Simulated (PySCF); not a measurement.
From a computed spectrum to the compound

A species of 5 atoms with charge 1 has these harmonic modes (PBE0, small Gaussian bases with core potentials, PySCF 2.14.0):

```
cm⁻¹  km/mol  symmetry
  71     0.4         a
 124     0.4         a
 210    61.9         b
 329     7.7         a
 348    18.2         b
 399    84.2         b
 412     4.4         a
2656     0.1         a
2656    30.5         b
```

(1) Which species is it, and in which structure?

Answers

(1) [Dy(SH)2]+ (singlet in the valence; each metal's 4f electrons, 9 of them, lie in its core potential, out of spins and levels):
```xyz
5

Dy    0.0000    0.0000   -0.4539
S     1.8778   -0.0778    1.1568
H     2.8487   -0.2341    0.2178
S    -1.8778    0.0778    1.1568
H    -2.8487    0.2341    0.2178
```
Ideal gas at 298.15 K and 1 bar: S = 358.2 J/(mol K), Cp = 82.8 J/(mol K), H − H(0 K) = 18.8 kJ/mol (rigid rotor, harmonic modes, spin degeneracy alone, that of the 4f electrons in the core included). An lcecp potential fixes the number of 4f electrons, so in runs with it no electron can move into or out of that shell.
 The answer isn't unique; the calculation gave this one.
